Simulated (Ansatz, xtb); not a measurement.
# C3H9BNP: 4 structures ranked

4 gas-phase structures of C3H9BNP, from a drawn sample of its isomers (lower ones may exist). Each was relaxed with GFN2-xTB; where two conformers were screened, the lower at r2SCAN-D4/def2-SVP is listed:

A. `C=CB(P)NC`, a singlet
B. `C=C(C)B(N)P`, a singlet
C. `PB1CCCN1`, a singlet
D. `C=CCNBP`, a singlet

Question: Which do you expect lowest at r2SCAN-D4/def2-SVP, and how would the others follow?

Answer: Calculated order at r2SCAN-D4/def2-SVP: C (0.000), B (0.489), A (0.876), D (1.257) eV.

Energies above the lowest of each column, in eV; the last columns are at PBE0-D3(BJ)/def2-SVP geometries and were run for some of them only (a dash: not run or not comparable):

```
structure  GFN2-xTB  HF/STO-3G  r2SCAN-D4/def2-SVP  PBE0-D3(BJ)/def2-SVP  CCSD(T)/def2-SVP + ΔMP2/def2-TZVPP
        C     0.000      0.000               0.000                 0.000                               0.000
        B     1.073      1.889               0.489                 0.610                               0.303
        A     1.225      2.072               0.876                 0.977                               0.717
        D     0.961      2.387               1.257                     –                                   –
```

Every level run on C puts it lowest or level with the lowest. Flexible structures stand in one conformer each, not always the lowest. Frequencies (GFN2-xTB) were run for A, B, C alone. The ΔMP2 step shifts differences by up to 0.143 eV, which makes them less sure. ΔMP2 is the change of the MP2 energy from the smaller to the larger basis.

Over these structures GFN2-xTB departs from r2SCAN-D4/def2-SVP by 0.307 eV on average once a common shift is removed. A GFN2-xTB relaxation took about 0.26 s and the r2SCAN-D4/def2-SVP energy about 2.2 s on a shared host (Ansatz 0.2.0, xtb 6.7.1).
